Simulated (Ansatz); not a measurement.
Stepwise reaction of `[CH3][In]([CH3])[SH]` with hydrogen chloride, as a gas-phase model of exchange steps in deposition or etching. ΔE in kJ/mol.

Gas-phase electronic energies from Ansatz, PBE0-D4/def2-TZVP geometries. CCSD(T)/CBS adds triple-zeta CCSD(T) − MP2 to the extrapolated MP2 energy (def2 sets, frozen cores). This one scheme is used for every species. DFT in def2-TZVPP. B3LYP here is the variant with VWN-RPA as its local correlation; programs differ in this. def2 core potentials past Kr. For In outer-core shells are correlated without core-valence functions, which leaves a few kJ/mol of doubt a bond. Each species was taken in one conformer, which may not be the lowest.

```json
{"step": "1", "reaction": "`[CH3][In]([CH3])[SH]` + HCl → `[CH3][In]([SH])[Cl]` + CH₄", "PBE-D4": "-149.9", "B3LYP-D4": "-157.6", "ωB97M-V": "-153.0", "CCSD(T)/CBS": "-150.7"}
{"step": "2", "reaction": "`[CH3][In]([SH])[Cl]` + HCl → `[SH][In]([Cl])[Cl]` + CH₄", "PBE-D4": "-116.9", "B3LYP-D4": "-124.5", "ωB97M-V": "-121.5", "CCSD(T)/CBS": "-119.2"}
```

(1) By hand: ΔE of the 2 steps together at CCSD(T)/CBS.

Answers

(1) (-150.7) + (-119.2) = -269.9 kJ/mol, or -134.9 kJ/mol a step.

In ΔE each step is higher than the one before. All are downhill at CCSD(T)/CBS. PBE-D4 differs from CCSD(T)/CBS by 0.8 to 2.3 kJ/mol a step. Only this route is followed, and other bonds may react first. Isolated molecules leave out the surface, adducts and barriers. Largest T1 diagnostic: 0.013.
